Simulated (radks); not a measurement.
The numbers below are computed, except where a source is named.
Excited configurations of Pr2+: one electron is placed in a higher orbital outside [Xe] 4f2. The ground configuration is [Xe] 4f3. Code: a radial shooting solver on a logarithmic mesh with Libxc functionals. Model: scalar-relativistic Kohn-Sham, r2SCAN, spin-unpolarised, spherical densities, finite nucleus; meta-GGA in the generalised Kohn-Sham scheme; Fermi nuclear charge, rms radius 4.8919 fm. Excitation = E - E(ground); binding = E(ion) - E, where the ion is the core of charge +3; n* = 3/sqrt(2 binding) in atomic units, and the quantum defect is n - n*.

5d: excitation (eV) 2.113; binding (eV) 18.827; n* 2.550; quantum defect 2.450; eigenvalue (eV) -14.564; <r> (bohr) 2.475
6s: excitation (eV) 3.603; binding (eV) 17.337; n* 2.658; quantum defect 3.342; eigenvalue (eV) -14.864; <r> (bohr) 3.642
6p: excitation (eV) 7.432; binding (eV) 13.507; n* 3.011; quantum defect 2.989; eigenvalue (eV) -11.466; <r> (bohr) 4.356
7s: excitation (eV) 11.773; binding (eV) 9.167; n* 3.655; quantum defect 3.345; eigenvalue (eV) -7.892; <r> (bohr) 6.811
7d: excitation (eV) 15.407; binding (eV) 5.533; n* 4.705; quantum defect 2.295; eigenvalue (eV) -4.702; <r> (bohr) 10.27

The Delta-SCF ionisation energy is 20.940 eV (NIST Atomic Spectra Database: 21.624 eV, measured). Self-interaction in the functional shifts the binding energies and quantum defects, so they are the method's values and not measured ones. Spin polarisation and multiplet splitting are left out, so open shells lie too high by an amount that depends on their filling. Spin-orbit splitting is averaged out at the scalar-relativistic level.

Beside tabulated values, note that spin-unpolarised runs miss the spin-polarisation part of the exchange energy of open shells.
